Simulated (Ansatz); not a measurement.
Computed with Ansatz.

A structure relaxed at PBE0-D4/def2-TZVP, charge 0, multiplicity 1:

```xyz
11

C    -0.0759   -0.6676    1.6898
Al    0.2421   -0.8526   -0.2170
F     0.6613   -2.3337   -0.8304
C     0.0835    0.6477   -1.4872
O     0.0341    1.9176   -0.8233
H    -1.1375   -0.4934    1.8979
H     0.4693    0.1885    2.0986
H     0.2233   -1.5605    2.2431
H     0.9840    0.6744   -2.1107
H    -0.7444    0.5399   -2.2035
H    -0.7398    1.9397   -0.2572
```

Q: Give its formula and SMILES.

A: C2H6AlFO, `[CH3][Al]([F])[CH2]O`.

Q: Summarise the bond lengths by kind.

A: 2 × Al–C 1.942 to 1.972 Å; 5 × C–H 1.092 to 1.100 Å; 1 × Al–F 1.657 Å; 1 × C–O 1.434 Å; 1 × H–O 0.959 Å.
